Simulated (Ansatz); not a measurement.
A geometry relaxed with B3LYP-D3(BJ)/def2-TZVP (Ansatz, an electronic-structure program), charge 0, multiplicity 1:

```xyz
9

H      0.8393    -1.3798    -0.0514
H     -1.6899     0.5395     1.1238
H     -1.9608     0.4401    -0.6098
H     -1.3981    -0.9944     0.2754
N      0.0405     0.5563    -0.0384
C     -1.3123     0.0977     0.1993
H      2.2809     1.0022    -0.4138
C      0.9560    -0.2964    -0.1326
O      2.2443     0.0347    -0.3525
```

### Question
Write the SMILES of this molecule.

### Answer
`C/N=C/O`
